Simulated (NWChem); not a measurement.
## Correlation energy of ditellurium (Te₂)

```xyz
2

Te     0.0000     0.0000     1.2818
Te     0.0000     0.0000    -1.2818
```
Charge 0, spin multiplicity 3.

The numbers come from NWChem runs, not from measurements. The geometry was optimised at UPBE0/def2-SVP with def2 effective core potentials on Te, a minimum by its harmonic frequencies.

Basis set: def2-SVP. Each correlation energy counts from its own Hartree-Fock reference.

Effective core potentials replace the inner electrons of Te; spin-orbit coupling is left out. The correlated methods keep 8 core orbitals frozen. The unpaired electrons of the parent sit in orbitals of symmetry b2g and b3g (D2h labels of the run); other states weren't searched. No SCF solution was tested for a lower state. Open-shell Hartree-Fock references start from PBE0 orbitals. No row is a measurement; the coupled-cluster row has its own basis-set and correlation limits.

### Question
One of these methods gave a correlation energy of -239.4 mHa. Which?
A) SCS-UMP2
B) CCSD(T) on ROHF
C) UMP2
D) CCSD(T) on UHF

### Answer
D, CCSD(T) on UHF. The others give -217.2 (UMP2), -199.1 (SCS-UMP2), -248.3 (CCSD(T) on ROHF).
